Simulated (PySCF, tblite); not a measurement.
Isomers of C5H12N2, one GFN2-xTB conformer each. Single-point energies are computed at PBE0/pcSseg-1 (PySCF, gas phase, no added dispersion term), electronic only.

Task: Rank them by PBE0/pcSseg-1 energy, lowest first (kcal/mol).
A. `[CH3:1][CH2:2][NH:3][N:4]=[C:5]([CH3:6])[CH3:7]` with C1–C2–N3–N4 -81°, C2–N3–N4–C5 158°
B. `[CH3:1][C@H:2]1[CH2:3][CH2:4][NH:5][N:6]1[CH3:7]` with C1–C2–C3–C4 116°, C2–C3–C4–N5 -16°, C3–C4–N5–N6 31°, C4–N5–N6–C7 91°
C. `[CH3:1][CH2:2][N:3]1[CH2:4][CH2:5][CH2:6][NH:7]1` with C1–C2–N3–C4 177°, C2–N3–C4–C5 89°, N3–C4–C5–C6 16°, C4–C5–C6–N7 4°, C5–C6–N7–N3 -24°

Result: A (0.0), B (3.5), C (3.7).

As drawn, the lowest has a C=N bond, which the highest lacks. Neighbours under 2.5 kcal/mol apart (C[C@H]1CCNN1C and CCN1CCCN1) can change places with a better method, another conformer or zero-point energy. GFN2-xTB itself gives, in the same order: 6.5, 0.0, 1.6. GFN2-xTB puts C[C@H]1CCNN1C lowest instead; measured from each level's own lowest isomer, the values differ by up to 6.5 kcal/mol (CCNN=C(C)C: 6.5 against 0.0).

Task: Which frontier levels, dipoles and rotational constants go with these structures?

Result: 
```json
{"SMILES": "CCNN=C(C)C", "HOMO (eV, PBE0/pcSseg-1)": "-5.83", "LUMO (eV)": "0.89", "dipole (D)": "1.83", "A, B, C (MHz)": "5238, 1321, 1219"}
{"SMILES": "C[C@H]1CCNN1C", "HOMO (eV, PBE0/pcSseg-1)": "-6.23", "LUMO (eV)": "1.22", "dipole (D)": "1.57", "A, B, C (MHz)": "3326, 2815, 2022"}
{"SMILES": "CCN1CCCN1", "HOMO (eV, PBE0/pcSseg-1)": "-6.34", "LUMO (eV)": "1.17", "dipole (D)": "1.73", "A, B, C (MHz)": "5000, 2039, 1756"}
```

Task: What happens when harmonic zero-point energies from GFN2-xTB frequencies are added?

Result: 
```
       SMILES  ZPE (kcal/mol)  electronic (kcal/mol)  with ZPE (kcal/mol)
   CCNN=C(C)C           104.3                    0.0                  0.0
C[C@H]1CCNN1C           106.7                    3.5                  5.8
    CCN1CCCN1           107.0                    3.7                  6.3
```

The zero-point energies span 2.7 kcal/mol. The order is unchanged.

Task: As an exercise, what shares would exp(−E/RT) give at 1000 K from these electronic energies alone (no entropy, no degeneracies)?

Result: RT = 1.987 kcal/mol: CCNN=C(C)C 75.1 %, C[C@H]1CCNN1C 13.0 %, CCN1CCCN1 11.9 %.
